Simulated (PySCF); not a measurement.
Order these species by their calculated properties.

Species are written as SMILES; each is one conformer at its optimised geometry, gas phase (atoms past krypton carry core potentials, spin–orbit coupling is left out); the electronic structure was computed with PySCF and density fitting.

Dipoles, sizes and rotational constants follow the conformer. The torsions of the flexible species, by atom-mapped SMILES:
- `[BH3-:1][N+:2]([CH3:3])([CH3:4])[CH2:5][CH2:6][NH2:7]`: B1–N2–C5–C6 163°, N2–C5–C6–N7 60°, H–N7–C6–C5 -176°, H–N7–C6–C5 66°
- `[NH2:1][GeH2:2][GeH2:3][SiH3:4]`: N1–Ge2–Ge3–Si4 24°, H–N1–Ge2–Ge3 62°, H–N1–Ge2–Ge3 -173°
- `[CH2:1]=[C:2]1[CH:3]=[C:4]([CH:5]([Cl:6])[Cl:7])[CH:8]=[C:9]1[Cl:10]`: C3–C4–C5–Cl6 118°
- `[CH2:1]=[C:2]1[CH:3]=[CH:4][C:5]([C:6]([Cl:7])([Cl:8])[Cl:9])=[CH:10]1`: C4–C5–C6–Cl7 59°
- `[CH3:1][C:2]([CH3:3])([CH3:4])[GeH2:5][GeH3:6]`: C1–C2–Ge5–Ge6 -59°

Question: Rank by HOMO–LUMO gap, lowest first (wB97X-D/def2-SVPD at PBE0-D3(BJ)/def2-SVP geometries).
A. `C[SiH2]C#N`
B. `[SiH3][GeH2][GeH2][NH2]`
C. `C[N+](CCN)([BH3-])C`
D. `[H][Al]([H])([H])<-[OH2]`

Answer: D (10.16 eV), B (10.47 eV), C (11.29 eV), A (12.62 eV).

Question: Rank by HOMO energy, highest first (wB97X-D/def2-SVPD at PBE0-D3(BJ)/def2-SVP geometries).
A. `C[SiH2]C#N`
B. `C=C1C=C(C(Cl)Cl)C=C1Cl`
C. `C=C1C=CC(C(Cl)(Cl)Cl)=C1`
D. `[NH2][GeH2][GeH2][SiH3]`
E. `[H][Sn]([H])([H])[Si](C)(C)C`
F. `[H][Al]([H])([H])<-[OH2]`

Answer: B (-8.59 eV), C (-8.80 eV), E (-8.95 eV), D (-9.14 eV), F (-9.44 eV), A (-11.44 eV).

By how much do the two ends of that ranking differ?

By 2.85 eV, between `C=C1C=C(C(Cl)Cl)C=C1Cl` and `C[SiH2]C#N`.

Question: Rank by lowest triplet excitation (Tamm–Dancoff), highest first (TDA wB97X-D/def2-SVPD at PBE0-D3(BJ)/def2-SVP geometries).
A. `[H][Al]([H])([H])<-[OH2]`
B. `C[SiH2]C#N`
C. `[BH3-][N+](C)(C)CCN`
D. `[I][SnH3]`

Answer: C (6.50 eV), B (5.88 eV), A (5.74 eV), D (4.46 eV).

Give the two extremes of that set in kJ/mol.

`[H][Sn]([H])([H])[I]`: 431 kJ/mol; `[BH3-][N+](C)(C)CCN`: 627 kJ/mol.

Question: Rank by static isotropic polarisability, highest first (wB97X-D/def2-SVPD at PBE0-D3(BJ)/def2-SVP geometries).
A. `C[C](C)(C)[GeH2][GeH3]`
B. `[H][Sn]([H])([H])[Si](C)(C)C`
C. `[BH3-][N+](C)(C)CCN`
D. `N#C[SiH2]C`
E. `[H][Sn]([H])([H])[I]`
F. `C=C1C=CC(C(Cl)(Cl)Cl)=C1`
G. `[NH2][GeH2][GeH2][SiH3]`
H. `[H][Al]([H])([H])<-[OH2]`

Answer: F (127.7 au), A (117.1 au), B (111.1 au), G (106.4 au), C (85.0 au), E (79.2 au), D (54.4 au), H (41.9 au).

By how much do the two ends of that ranking differ?

By 85.8 au, between `C=C1C=CC(C(Cl)(Cl)Cl)=C1` and `[H][Al]([H])([H])<-[OH2]`.

Question: Rank by smallest rotational constant, highest first (PBE0-D3(BJ)/def2-SVP).
A. `[NH2][GeH2][GeH2][SiH3]`
B. `[Cl][Au-]([Cl])([Cl])[Cl]`
C. `C=C1C=C(C(Cl)Cl)C=C1Cl`
D. `[N+]([BH3-])(C)(C)CCN`
E. `[H][Sn]([H])([H])[Si](C)(C)C`

Answer: D (1.671 GHz), E (0.996 GHz), A (0.908 GHz), B (0.671 GHz), C (0.413 GHz).

Question: Rank by lowest singlet excitation, highest first (TDDFT wB97X-D/def2-SVPD at PBE0-D3(BJ)/def2-SVP geometries).
A. `C=C1C=CC(C(Cl)(Cl)Cl)=C1`
B. `C=C1C=C(C(Cl)Cl)C=C1Cl`
C. `[H][Al]([H])([H])<-[OH2]`
D. `[BH3-][N+](C)(C)CCN`
E. `[H][Sn]([H])([H])[I]`
F. `C[C](C)(C)[GeH2][GeH3]`

Answer: F (7.09 eV), D (6.70 eV), C (5.93 eV), E (4.88 eV), A (3.63 eV), B (3.34 eV).
